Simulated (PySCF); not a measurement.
# Bond lengths and vibrations by method: AlB2H2O cation

All numbers below are calculated, not measured. They come from PySCF 2.14.0, an open-source quantum chemistry program, on an isolated molecule that a program drew, which may never have been made. The molecule is AlB2H2O cation (charge +1, singlet), drawn as the SMILES string `O=B[B+][AlH2]`.

The geometry was optimised and harmonic frequencies were computed with HF and MP2, all in the cc-pV(D+d)Z basis, for the commonest isotopes, with a restricted reference for singlets and an unrestricted one otherwise, and a frozen core in MP2. Each result is a local minimum of its method.

Geometry at the HF minimum:
```xyz
6
AlB2H2O cation, angstrom
O    -2.2170    0.4960   -0.0160
B    -1.0546    0.5802    0.1172
B     0.6391    0.7019    0.3115
Al    2.9060    0.8631    0.5710
H     3.4794   -0.5310    0.9401
H     3.3482    2.3291    0.3182
```

Lengths of the bonds as drawn, in Å (atoms numbered as above):
| bond | HF | MP2 |
|---|---|---|
| O1-B2 | 1.173 | 1.219 |
| B2-B3 | 1.709 | 1.686 |
| B3-Al4 | 2.287 | 2.268 |
| Al4-H5 | 1.552 | 1.555 |
| Al4-H6 | 1.552 | 1.555 |

Rotational constants, in GHz:
```
constant,HF,MP2
A,116.8,116.5
B,1.57,1.576
C,1.549,1.555
```

Harmonic frequencies in cm^-1, each column in rising order, so a row needn't be the same motion in every method:
| rank | HF | MP2 |
|---|---|---|
| 1 | 118 | 107 |
| 2 | 129 | 119 |
| 3 | 297 | 296 |
| 4 | 330 | 299 |
| 5 | 397 | 364 |
| 6 | 536 | 512 |
| 7 | 597 | ? |
| 8 | 743 | 719 |
| 9 | 902 | 900 |
| 10 | 2096 | 1917 |
| 11 | 2138 | 2054 |
| 12 | 2250 | 2100 |

**Estimate the missing MP2 frequency from the HF column.**

A single factor s that minimises the squared misfit of MP2 against s times HF over the other rows is sum(HF x MP2) / sum(HF^2) = 0.9408, with an rms misfit of 28 cm^-1. For rank 7 it gives 0.9408 x 597 = 562 cm^-1. The calculation gives 578 cm^-1, 16 cm^-1 above the estimate. The drawn bonds are on average 0.4 % longer in MP2 than in HF.
